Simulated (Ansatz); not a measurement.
Cost and result up the ladder for the cluster Zn₅Te₄ (the lowest singlet isomer of a short search) (9 atoms). Charge 0, multiplicity 1. Geometry: PBE-D4/def2-SVP.

```xyz
9

Zn   -1.2166   -1.7124    1.8641
Zn    0.7897    0.4526    1.8363
Zn   -1.1975   -1.2040   -1.0536
Zn    1.6499    2.8656   -3.0870
Zn    0.8515    1.1495   -1.2405
Te    0.9721   -1.7249    3.0429
Te    0.5401    2.6673    0.7330
Te   -3.2097   -1.4662    0.3974
Te    0.8207   -1.0274   -2.4927
```

Ansatz on 4 threads of Intel Xeon on a shared host. Times are rough, and most runs start from the orbitals of an earlier one. PBE0-D4/def2-SVP serves as the yardstick here, not as an exact answer. Binding counts from free atoms at the same level (Zn singlet, Te triplet; other spins of the atoms weren't run), without zero-point energy.

In the def2 sets Te takes a core potential; there is no spin–orbit coupling. Correlated methods freeze 61 core orbitals; core or outer-core shells of Te are correlated, in sets that lack core-valence functions. The structure comes from a short search, and lower isomers may exist.

| level | functions | binding energy per atom (eV) | difference from PBE0-D4/def2-SVP (eV) |
| --- | --- | --- | --- |
| PBE-D4/def2-SVP | 259 | 1.86 | 0.04 |
| PBE0-D4/def2-SVP | 259 | 1.82 | 0.00 |
| MP2/def2-SVP | 259 | 1.60 | -0.22 |
| r2SCAN-D4/def2-SVP (with forces) | 259 | 1.91 | 0.09 |

**Question.** Estimate how long each takes.

**Answer.** PBE-D4/def2-SVP 9.5 s; r2SCAN-D4/def2-SVP (with forces) 26 s; PBE0-D4/def2-SVP 37 s; MP2/def2-SVP 38 s. On shared hardware such times vary by a factor of up to 3.
